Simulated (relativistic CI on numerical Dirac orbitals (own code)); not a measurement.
Sm²⁺ (4f6) in a crystal field

Calculated by Dirac-Coulomb-Breit CI, orbitals from a KLI potential per configuration, a model potential for QED, one configuration in a parametric crystal field, unscaled Slater integrals (own radial code). With so little scaling, terms lie 10 to 35 % too far apart, which can change the order of excited levels.

Field parameters in Wybourne normalisation; cubic f-shell fields have B⁴₄ = √(5/14) B⁴₀ and B⁶₄ = −√(7/2) B⁶₀. The field is a parameter set, without covalency.

S is read from ⟨S²⟩ = S(S + 1).

Powder χT (cm³ K mol⁻¹) by Van Vleck's formula, with temperature-independent terms:

| Field | 2 K | 5 K | 10 K | 20 K | 50 K | 100 K | 200 K | 300 K |
| --- | --- | --- | --- | --- | --- | --- | --- | --- |
| Oh, B40 = 1730, B60 = 200 cm⁻¹ | 0.0163 | 0.0406 | 0.0813 | 0.163 | 0.407 | 0.797 | 1.31 | 1.6 |
| Oh, B40 = -950, B60 = 350 cm⁻¹ | 0.0158 | 0.0394 | 0.0788 | 0.158 | 0.394 | 0.775 | 1.28 | 1.58 |

(1) For Oh, B40 = 1730, B60 = 200 cm⁻¹: what effective moment follows at 300 K?

Results:

(1) μ_eff = √(8χT) = 3.58 μB. The LS value g√(J(J + 1)) of the free ion's ⁷F0 level is 0.00 μB. The ground level is a non-magnetic singlet, so χT starts at zero and rises through temperature-independent paramagnetism and the filling of excited levels.
